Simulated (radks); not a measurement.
Spherical quantum dot in the effective-mass picture: electrons in a well V = -V0 / (1 + exp((r - R)/a)) with V0 = 7.36, R = 8.42, a = 0.6, with a point charge +2 (a donor) at the centre, all in effective atomic units (hartree* = m*/eps^2 hartree, bohr* = eps/m* bohr), one dielectric constant everywhere. Calculated with a radial shooting solver with Libxc functionals: non-relativistic Kohn-Sham, PBE, spin-polarised, spherical densities. Levels are named by radial order and angular momentum (1s, 1p, 1d, 2s, ...), and open shells are averaged over m.

N = 21, configuration 1s2 1p6 1d10 2s2 1f(up 1, down 0). This is the lowest configuration that the search found. Occupied and some empty levels:

| level | occupation | eigenvalue (hartree*) | <r> (bohr*) |
|---|---|---|---|
| 1s down | 1 | -4.4161 | 0.9881 |
| 1s up | 1 | -4.4160 | 0.9889 |
| 2s up | 1 | -4.1829 | 5.425 |
| 2s down | 1 | -4.1776 | 5.415 |
| 1p up | 3 | -4.1490 | 5.512 |
| 1p down | 3 | -4.1436 | 5.501 |
| 1d up | 5 | -4.0766 | 5.656 |
| 1d down | 5 | -4.0709 | 5.649 |
| 1f up | 1 | -3.9761 | 5.789 |
| 1f down | 0 | -3.9700 | 5.784 |
| 1g up | 0 | -3.8498 | 5.912 |
| 1g down | 0 | -3.8436 | 5.909 |
| 2p up | 0 | -3.7188 | 4.103 |
| 2p down | 0 | -3.7167 | 4.098 |
| 2d up | 0 | -3.5548 | 4.676 |
| 2d down | 0 | -3.5519 | 4.673 |

Energy (hartree*): total -124.178, kinetic 7.0418, external -164.94, Hartree 38.911, exchange-correlation -5.1910.

Electron density:

| r (bohr*) | n(r) (e/bohr*^3) |
|---|---|
| 0.216 | 1.559 |
| 0.761 | 0.2152 |
| 1.30 | 0.03720 |
| 1.85 | 0.008065 |
| 2.39 | 0.003216 |
| 2.94 | 0.003607 |
| 3.48 | 0.006038 |
| 4.03 | 0.009962 |
| 4.57 | 0.01475 |
| 5.11 | 0.01874 |
| 5.66 | 0.01939 |
| 6.20 | 0.01506 |
| 6.75 | 0.007772 |
| 7.29 | 0.002378 |
| 7.83 | 0.0003935 |
| 8.38 | 0.00003265 |
| 8.92 | 1.484e-06 |
| 9.47 | 4.471e-08 |
| 10.0 | 1.132e-09 |
